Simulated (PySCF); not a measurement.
Input for PySCF: R-B3LYP/6-311+G** on CH2F2 (SMILES FCF).

```python
from pyscf import gto, scf, dft, mp
from pyscf.data.elements import chemcore

mol = gto.M(
    atom='''
    F    -0.07304202    0.77836557    3.24697351
    C     0.00293579   -0.57225547    3.43976484
    F    -1.20562991   -1.11334447    3.10295023
    H     0.18326826   -0.76075921    4.49892568
    H     0.76084123   -0.97504861    2.77065118
    ''',
    basis='6-311+g**',
    charge=0, spin=0, verbose=3, max_memory=1800)
mf = dft.RKS(mol, xc='b3lyp')
mf.conv_tol = 1e-8
mf.max_cycle = 100
mf.kernel()
if not mf.converged:
    mf = mf.newton().run(mf.mo_coeff, mf.mo_occ)
```

It printed:

```
converged SCF energy = -239.066131026885
```

The calculation finished and met its thresholds.

Cost: very roughly 1.0 core-seconds.
